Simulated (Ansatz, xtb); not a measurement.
Relative energy of two structures of C2H2N2Si

We compare a, `N#CC1=N[SiH2]1`, a singlet, with b, a singlet given by its coordinates. Both are isolated molecules in the gas phase, relaxed with PBE0-D4/def2-SVP.

a (Å):

```xyz
7

C    -0.8214    2.7332   -1.2206
C     0.4894    2.5093   -0.7140
N    -1.9166    2.8616   -1.5798
N     1.6311    3.0051   -1.0263
Si    1.7703    1.7944    0.3220
H     2.0183    2.3148    1.6848
H     2.3559    0.4748   -0.0022
```

b (Å):

```xyz
7

C     0.2073   -0.7219    0.5840
C    -0.8866    0.9246    1.6123
N    -0.5594    0.5053    0.4509
N     0.4889   -1.2646    1.7012
Si   -0.1880   -0.3053    3.0501
H     0.5288   -1.1484   -0.3810
H    -1.4753    1.8527    1.6791
```

Close contacts (Å): C1–N3 1.45, C1–N4 1.27, C2–N3 1.28, C2–Si5 2.02, N4–Si5 1.79, C1–H6 1.10, C2–H7 1.10.

Task: Which of the two would you expect CCSD(T)/def2-SVP + ΔMP2/def2-TZVPP electronic energies to favour?

Result: Structure a; the calculation gives E(b) − E(a) = +11.6 kJ/mol.

How the difference moves with the method:

| level | geometry | E(b) − E(a) (kJ/mol) | departure from the last row (kJ/mol) | job, with rough time for the two |
| --- | --- | --- | --- | --- |
| GFN2-xTB | GFN2-xTB | −55.3 | −66.9 | optimisation, 0.1 s |
| HF/STO-3G | GFN2-xTB | −16.2 | −27.8 | single point, 0.2 s |
| r2SCAN-D4/def2-SVP | GFN2-xTB | +21.5 | +9.9 | single point, 2.4 s |
| PBE0-D4/def2-SVP | PBE0-D4/def2-SVP | −3.0 | −14.6 | optimisation, 26 s |
| HF/def2-SVP | PBE0-D4/def2-SVP | −4.1 | −15.6 | part of the CCSD(T) run |
| MP2/def2-SVP | PBE0-D4/def2-SVP | +48.4 | +36.8 | part of the CCSD(T) run |
| CCSD(T)/def2-SVP | PBE0-D4/def2-SVP | +21.2 | +9.7 | single point |
| CCSD(T)/def2-SVP + ΔMP2/def2-TZVPP | PBE0-D4/def2-SVP | +11.6 |  | single point, 14 s |

GFN2-xTB, HF/STO-3G, PBE0-D4/def2-SVP, HF/def2-SVP put the two in the other order. The largest departure from CCSD(T)/def2-SVP + ΔMP2/def2-TZVPP is that of GFN2-xTB, 66.9 kJ/mol. The last row adds to CCSD(T) the change of the MP2 difference between the two basis sets, here −9.7 kJ/mol.

With harmonic frequencies from PBE0-D4/def2-SVP (ideal gas, rigid rotor, one conformer each, 298.15 K, 1 atm): on the last row, ΔE + ΔZPE = +27.2, ΔH = +26.1, ΔG = +28.1 kJ/mol.

The correlated steps freeze 9 core orbitals. Codes used: Ansatz 0.2.0, xtb 6.7.1; the last row on 2 threads of Arm Neoverse V2 on a shared host.
